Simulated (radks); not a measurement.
Results of a calculation; reference values are marked as such.
The mean radii <r> (bohr) of the occupied orbitals of an atom or ion are listed with their occupations. Code: a radial shooting solver on a logarithmic mesh with Libxc functionals. Model: Dirac Kohn-Sham, PBE, spin-unpolarised, spherical densities, point nucleus.

orbital  occ.      <r>
1s1/2       2  0.02971
2s1/2       2   0.1280
2p1/2       2   0.1084
2p3/2       4   0.1136
3s1/2       2   0.3456
3p1/2       2   0.3361
3p3/2       4   0.3468
3d3/2       4   0.3169
3d5/2       6   0.3203
4s1/2       2   0.7613
4p1/2       1   0.7794
4p3/2       2   0.7968

Name the element and its charge. Open shells, if any, are shared by 2j + 1.

Answer. Z = 49, indium, charge +16: In16+ in [Ar] 3d10 4s2 4p3. The 1s radius gives Z: for a bare nucleus <r> = (2 gamma + 1)/(2Z) with gamma = sqrt(1 - (Z/c)^2), 0.02926 bohr for Z = 49, and screening makes it slightly larger (0.02971 here). The occupations add up to 33, and the charge is Z minus that.
